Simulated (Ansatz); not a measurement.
Species: C$_{4}$H$_{12}$Mo (charge 0, singlet). This is an excited singlet: at this geometry the triplet lies 0.62 eV lower at RI-MP2/CBS(def2-TZVPPD,def2-QZVPPD)+[CCSD(T)-MP2]/def2-TZVPPD. SMILES: [CH3][Mo]([CH3])([CH3])[CH3]
Geometry: optimised at B3LYP-D3(BJ)/def2-TZVP (Ansatz, a first-principles code).

Parts of the frozen-core correlation energy in def2-QZVPPD (Ansatz, hartree). Frozen orbitals: 8; correlated occupied orbitals by spin: 17 and 17; virtual: 704 and 704. Spin-orbit coupling is left out. Past Kr the def2 sets carry scalar-relativistic core potentials. The restricted reference is unstable.

```csv
term,value
reference (HF),-225.95127
MP2 opposite-spin,___
MP2 same-spin,___
CCSD correlation,-1.06270
(T),___
T1 diagnostic,0.022
largest doubles amplitude,0.094
```

Some entries are withheld; supply them.


- MP2 opposite-spin, value: -0.79123
- MP2 same-spin, value: -0.23214
- (T), value: -0.05453
